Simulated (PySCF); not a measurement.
C6H15N.
SMILES: `CC[C@H](C)N(C)C`

The closed-shell SCF was solved with PySCF and density fitting under several settings on one GFN2-xTB geometry (grid level 2 and gas phase unless stated).

```json
{"settings": "KT3/pcSseg-1, start guess atom", "basis functions": "194", "SCF cycles": "12", "E (Eh)": "-297.0435", "HOMO (eV)": "-4.70", "LUMO (eV)": "0.46", "dipole (D)": "0.58"}
{"settings": "KT3/def2-SVP, start guess huckel", "basis functions": "173", "SCF cycles": "13", "E (Eh)": "-296.8566", "HOMO (eV)": "-4.61", "LUMO (eV)": "0.72", "dipole (D)": "0.57"}
{"settings": "PBE0/ANO-RCC-VDZP", "basis functions": "173", "SCF cycles": "12", "E (Eh)": "-292.1358", "HOMO (eV)": "-5.82", "LUMO (eV)": "0.44", "dipole (D)": "0.54"}
```

Problem. Estimate the row for these settings: PBE0/pcSseg-1, IEF-PCM methanol.

Solution. 
```json
{"settings": "PBE0/pcSseg-1, IEF-PCM methanol", "basis functions": "194", "SCF cycles": "12", "E (Eh)": "-292.0150", "HOMO (eV)": "-5.87", "LUMO (eV)": "1.53", "dipole (D)": "0.96"}
```

Problem. Over all rows, what range does the HOMO–LUMO gap span?

Solution. From 5.16 eV (KT3/pcSseg-1, start guess atom) to 7.40 eV (PBE0/pcSseg-1, IEF-PCM methanol). The functional of the narrowest has no exact exchange, that of the widest 25 % exact exchange.

Problem. And the dipole moment?

Solution. From 0.54 D (PBE0/ANO-RCC-VDZP) to 0.96 D (PBE0/pcSseg-1, IEF-PCM methanol); the largest is 1.78 times the smallest, and the median is 0.57 D.

Problem. Compare two rows with the functional KT3: KT3/def2-SVP, start guess huckel and KT3/pcSseg-1, start guess atom. Which energy is lower, and by how much?

Solution. KT3/pcSseg-1, start guess atom (194 functions) lies 0.1869 Eh or 117 kcal/mol below KT3/def2-SVP, start guess huckel (173 functions).

Whole jobs, the steps after the SCF included, on Arm Neoverse V1, one thread, no GPU, on a shared host:

```json
{"settings": "KT3/pcSseg-1, start guess atom", "work after the SCF": "shieldings", "wall time": "49 s", "peak memory": "0.86 GiB"}
{"settings": "KT3/def2-SVP, start guess huckel", "work after the SCF": "spin–spin couplings from 22 perturbed nuclei, spin–dipole term for 1 of them", "wall time": "48 s", "peak memory": "0.70 GiB"}
{"settings": "PBE0/ANO-RCC-VDZP", "work after the SCF": "shieldings", "wall time": "54 s", "peak memory": "0.92 GiB"}
{"settings": "PBE0/pcSseg-1, IEF-PCM methanol", "work after the SCF": "shieldings", "wall time": "34 s", "peak memory": "1.2 GiB"}
```

Cycle counts include a coarse-grid stage where the run had one. KT3 was designed for NMR shieldings or shifts; total energies of different functionals aren't comparable. ANO-RCC sets were contracted for a scalar-relativistic Hamiltonian, but ran non-relativistically here. The structure is a single GFN2-xTB conformer; no vibrational corrections.

The values belong to the conformer `[CH3:1][CH2:2][C@H:3]([CH3:4])[N:5]([CH3:6])[CH3:7]`: C1–C2–C3–C4 -177°, C2–C3–N5–C6 -156°.
